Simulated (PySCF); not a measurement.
Compound: C3H5GeO3 (charge -1).
Geometry (PBE0-D3(BJ)/def2-SVP, Å), atoms numbered from 1 in this order:
```xyz
12
C3H5GeO3 angstrom
O      2.456    1.525    0.148
C      2.666    0.294    0.184
O      3.727   -0.331    0.370
C      1.428   -0.603   -0.025
C      0.227   -0.059   -0.213
O     -0.934   -0.773   -0.431
Ge    -2.479    0.004   -0.033
H      1.557   -1.691   -0.007
H      0.162    1.040   -0.220
H     -3.556   -1.020   -0.436
H     -2.571    0.315    1.478
H     -2.652    1.310   -0.839
```

Computed with PySCF 2.14.0, density-fitted response routines, TDDFT B3LYP/def2-SVPD, vertical, gas phase, core orbitals frozen in the response. The geometry's basis has no diffuse functions, a weakness for an anion. The B3LYP/def2-SVPD calculation is non-relativistic and has no spin–orbit coupling, an omission that weighs most on germanium.

Transition dipole moments from the ground state, in atomic units and in the frame of the coordinates above (overall signs are arbitrary), for the states with f of 0.002 or more among the lowest 6:

```
state  E (eV)      μx     μy     μz
   S2   3.321   0.588  0.003  0.027
   S5   3.654   0.213  0.039  0.016
   S6   3.920  -0.211  0.029  0.052
```

Q: What oscillator strength does each state have?

A: f = (2/3) ΔE |μ|² with ΔE in hartree (27.2114 eV).

| state | \|μ\|² (au) | \|μ\| (D) | f |
| --- | --- | --- | --- |
| S2 | 0.346 | 1.50 | 0.028 |
| S5 | 0.047 | 0.55 | 0.004 |
| S6 | 0.048 | 0.56 | 0.005 |

Q: Which bond between heavy atoms lies closest to the direction of the S2 transition dipole?

A: C4–C5, at 25° from it; next O6–Ge7, C2–O3 and C5–O6 at 31°.

Q: What peak molar absorption coefficient would the strongest computed level give as a lone Gaussian band 0.4 eV wide at half height?

A: ε(max) = 2.175×10⁸ f / FWHM, with the width in cm⁻¹. S2: 2.175×10⁸ × 0.0282 / 3226 ≈ 1900 L mol⁻¹ cm⁻¹.

No detachment energy is given for this anion; states above it aren't bound, and a finite basis only mimics them.

One conformer stands for the species.
